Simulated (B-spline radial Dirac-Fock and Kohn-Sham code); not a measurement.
**Total and shell-resolved photoionisation of He⁺**

System: helium as He⁺ in the configuration 1s1.

Calculated with a B-spline atomic structure program, using relativistic photoionisation of the one electron in the potential of the finite nucleus, all multipoles.

Computed thresholds (eV): K 54.43.

| photon energy (eV) | total (b) | K (%) |
| --- | --- | --- |
| 80 | 553000 | 100.0 |
| 98.8 | 306400 | 100.0 |
| 127 | 149700 | 100.0 |
| 373 | 5998 | 100.0 |
| 636 | 1138 | 100.0 |
| 650 | 1062 | 100.0 |
| 5414.7 | 1.037 | 100.0 |
| 6930 | 0.4521 | 100.0 |
| 17479.3 | 0.01960 | 100.0 |
| 30000 | 0.003097 | 100.0 |
| 40000 | 0.001158 | 100.0 |
| 137000 | 1.767e-05 | 100.0 |
| 150000 | 1.306e-05 | 100.0 |
| 200000 | 5.068e-06 | 100.0 |

Q: With what power of the photon energy does the total fall between 150000 and 200000 eV?

A: As E^-3.29. The non-relativistic Born limit for an s electron far above threshold is E^-3.5; near threshold and at relativistic energies the fall is slower.
